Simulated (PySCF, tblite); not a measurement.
C4H8FOP.
Geometry (GFN2-xTB, Å), atoms numbered from 1 in this order:
```xyz
15
C4H8FOP angstrom
C      1.682   -0.789    0.486
C      0.278   -0.232    0.604
C     -0.780   -0.769   -0.386
F     -0.190   -1.130   -1.573
C     -1.572    0.534   -0.586
P     -0.127    1.496    0.054
O     -0.290    2.605    0.990
H      1.701   -1.838    0.777
H      2.035   -0.709   -0.539
H      2.357   -0.232    1.133
H     -0.104   -0.346    1.625
H     -1.353   -1.640   -0.054
H     -1.913    0.690   -1.607
H     -2.415    0.610    0.100
H      0.687    1.758   -1.045
```

Computed with CAM-B3LYP/def2-SVPD in PySCF (dipole) on a GFN2-xTB geometry, gas phase.

Take the most abundant isotopes and a rigid rotor. The values belong to one conformer with, in the numbering `[CH3:1][C@@H:2]1[C@H:3]([F:4])[CH2:5][P@H:6]1=[O:7]`, C1–C2–C3–F4 -30°, C2–C3–C5–P6 19°, C3–C5–P6–O7 -137°, C1–C2–P6–C5 138°.

Question: What are A, B and C (MHz)?

Answer: Ia = 147.18, Ib = 271.99, Ic = 364.23 u·Å²; 505379 MHz·u·Å²/I gives A = 3434, B = 1858, C = 1388 MHz.

Question: Classify the top.

Answer: An asymmetric top; Ray's κ = -0.540.

Question: What does the inertial defect say?

Answer: Not planar: Δ = Ic − Ia − Ib = -54.95 u·Å². For a rigid frame Δ = −2 Σ m c², so Σ m c² = 27.47 u·Å² lies off the ab plane: 10.56 from hydrogen and 16.92 from heavier atoms. The atom farthest from that plane is 1.67 Å away.

Question: Give the other two planar moments, Paa and Pbb, and the rms extents of the mass along the axes.

Answer: Paa = Σ m a² = (Ib + Ic − Ia)/2 = 244.52 and Pbb = Σ m b² = (Ia + Ic − Ib)/2 = 119.71 u·Å². With the mass M = 122.03 u, the rms extents √(P/M) along a, b and c are 1.42, 0.99, 0.47 Å.

Question: List the rotational levels J(Ka,Kc) to J = 3 (MHz).

Answer: Above 0(0,0):
J = 1: 1(0,1) 3246, 1(1,1) 4821, 1(1,0) 5292
J = 2: 2(0,2) 9646, 2(1,2) 10842, 2(1,1) 12253, 2(2,1) 16980, 2(2,0) 17071
J = 3: 3(0,3) 19041, 3(1,3) 19821, 3(1,2) 22633, 3(2,2) 26717, 3(2,1) 27150, 3(3,1) 35823, 3(3,0) 35835
The levels of one J sum to (2J + 1)J(J + 1)(A + B + C)/3.

Question: Which types of transition are allowed, and where do some lines up to J = 4 fall?

Answer: The dipole components are |μa| = 3.06 D, |μb| = 0.35 D, |μc| = 0.74 D. Intensities carry the squares of the components, which stand as 1.00 : 0.01 : 0.06 (a : b : c). Some lines, for components of 0.1 D or more:

| type | branch | J(Ka,Kc) | MHz | lower level (cm⁻¹) |
| --- | --- | --- | --- | --- |
| a | Q | 3(2,1) ← 3(2,2) | 433 | 0.891 |
| c | Q | 2(1,2) ← 2(0,2) | 1196 | 0.322 |
| b | Q | 2(1,1) ← 2(0,2) | 2607 | 0.322 |
| a | Q | 3(1,2) ← 3(1,3) | 2812 | 0.661 |
| a | R | 1(0,1) ← 0(0,0) | 3246 | 0.000 |
| b | Q | 2(2,0) ← 2(1,1) | 4817 | 0.409 |
| b | Q | 4(1,3) ← 4(0,4) | 5071 | 1.043 |
| a | R | 3(2,2) ← 2(2,1) | 9737 | 0.566 |
| b | R | 3(1,3) ← 2(0,2) | 10175 | 0.322 |
| c | R | 2(2,0) ← 1(1,0) | 11779 | 0.177 |
| a | R | 4(1,4) ← 3(1,3) | 11889 | 0.661 |
| b | R | 2(2,0) ← 1(1,1) | 12250 | 0.161 |
| b | R | 4(1,4) ← 3(0,3) | 12669 | 0.635 |
| a | R | 4(2,3) ← 3(2,2) | 12911 | 0.891 |
| a | R | 4(2,2) ← 3(2,1) | 13666 | 0.906 |
| b | R | 4(2,3) ← 3(1,2) | 16996 | 0.755 |
| c | R | 4(1,3) ← 3(0,3) | 17298 | 0.635 |
| c | R | 3(3,0) ← 2(2,0) | 18764 | 0.569 |
| b | R | 3(3,0) ← 2(2,1) | 18854 | 0.566 |
| c | R | 4(3,2) ← 3(2,2) | 22241 | 0.891 |
| c | R | 4(4,1) ← 3(3,1) | 25677 | 1.195 |

Question: Estimate the classical rotational partition function at 50 K, 100 K and 298.15 K.

Answer: Point group C1, symmetry number σ = 1; q = (√π/σ)·√((kT/h)³/(ABC)), k/h = 20836.6 MHz/K: 20000 at 50 K, 56700 at 100 K, 292000 at 298.15 K.

Its GFN2-xTB frequencies are all real (lowest 68 cm⁻¹). No vibrational averaging or centrifugal distortion is included, and the geometry carries the error of its method. A rigid rotor knows nothing of internal rotation, which can split or shift real lines.
